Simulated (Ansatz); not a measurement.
Species: InH₃, net charge 0, singlet state. 
Coordinates optimised at B3LYP-D3(BJ)/def2-TZVP (Ansatz, an electronic-structure program):
SMILES: [InH3]
```xyz
4

In     0.0000     0.0000     0.0000
H     -0.2365     1.7142    -0.0251
H     -1.3663    -1.0616     0.0370
H      1.6028    -0.6526    -0.0119
```

Wanted: vertical triplet-singlet gap (E(triplet) - E(singlet); each state is the SCF solution reached for its spin; the molecule has degenerate orbitals, so one determinant may break the symmetry; the UHF <S^2> is 2.12 for the triplet (pure: 2.00); for the triplet the Hartree-Fock reference is unstable and T1 is 0.036), in kJ/mol. Correlated levels leave the core frozen unless marked. UHF or UKS for open shells. No spin-orbit coupling. Frozen are the shells of the preceding noble gas and the d and f shells that filled before the atom's block. Past Kr the def2 sets carry scalar-relativistic core potentials. 

| level | program | vertical triplet-singlet gap (kJ/mol) |
|---|---|---|
| RI-HF/def2-TZVPPD | Ansatz | 439.8 |
| RI-HF/def2-QZVPPD | Ansatz | 439.1 |
| SVWN5/def2-TZVPD | Ansatz | 408.2 |
| PBE/def2-TZVPD | Ansatz | 413.2 |
| r2SCAN/def2-TZVPD | Ansatz | 416.2 |
| B3LYP/def2-TZVPD | Ansatz | 438.3 |
| PBE0/def2-TZVPD | Ansatz | 433.3 |
| BHLYP/def2-TZVPD | Ansatz | 457.1 |
| CAM-B3LYP/def2-TZVPD | Ansatz | 451.4 |
| wB97M-V/def2-TZVPD | Ansatz | 464.4 |
| wB97X-V/def2-TZVPD | Ansatz | 478.0 |
| B2PLYP/def2-TZVPD | Ansatz | 451.2 |
| RI-MP2/def2-TZVPPD | Ansatz | 471.3 |
| RI-MP2/def2-QZVPPD | Ansatz | 472.7 |
| CCSD/def2-SVPD | Ansatz | 460.4 |
| CCSD/def2-TZVPPD | Ansatz | 464.0 |
| CCSD/def2-QZVPPD | Ansatz | 464.8 |
| CCSD(T)/def2-SVPD | Ansatz | 456.7 |
| CCSD(T)/def2-TZVPPD | Ansatz | 459.4 |
| CCSD(T)/def2-QZVPPD | Ansatz | 459.8 |
